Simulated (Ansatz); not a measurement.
Stepwise reaction of `[F][Sn]([SiH3])([Cl])[Cl]` with hydrogen fluoride, as a gas-phase model of exchange steps in deposition or etching. ΔE in kJ/mol; ΔG adds harmonic PBE0-D4 terms to CCSD(T)/CBS, at 1 bar.

Isolated molecules relaxed with PBE0-D4/def2-TZVP in Ansatz; ΔE leaves out vibrations. CBS: MP2 limit from def2 TZ/QZ plus the TZ coupled-cluster correction, frozen cores. This one scheme is used for every species. Functionals use def2-TZVPP. B3LYP here is the variant with VWN-RPA as its local correlation; programs differ in this. Elements past krypton have def2 core potentials. For Sn outer-core shells are correlated without core-valence functions, which leaves a few kJ/mol of doubt a bond.

```json
{"step": "1", "reaction": "`[F][Sn]([SiH3])([Cl])[Cl]` + H–F → `[F][Sn]([F])([SiH3])[Cl]` + HCl", "PBE-D4": "31.3", "B3LYP-D4": "31.1", "ωB97M-V": "31.0", "CCSD(T)/CBS": "35.7", "ΔG(400 K)": "29.0"}
{"step": "2", "reaction": "`[F][Sn]([F])([SiH3])[Cl]` + H–F → `[F][Sn]([F])([F])[SiH3]` + HCl", "PBE-D4": "31.6", "B3LYP-D4": "31.2", "ωB97M-V": "30.9", "CCSD(T)/CBS": "35.1", "ΔG(400 K)": "32.4"}
```

Problem. By hand: ΔE of the 2 steps together at CCSD(T)/CBS.

Solution. (35.7) + (35.1) = 70.8 kJ/mol, or 35.4 kJ/mol a step.

In ΔE the steps differ by no more than 0.6 kJ/mol. All are uphill at CCSD(T)/CBS. ΔG lies between 29.0 and 32.4 kJ/mol a step. PBE-D4 differs from CCSD(T)/CBS by -4.4 to -3.5 kJ/mol a step. Isolated molecules leave out the surface, adducts and barriers. Largest T1 diagnostic: 0.015.
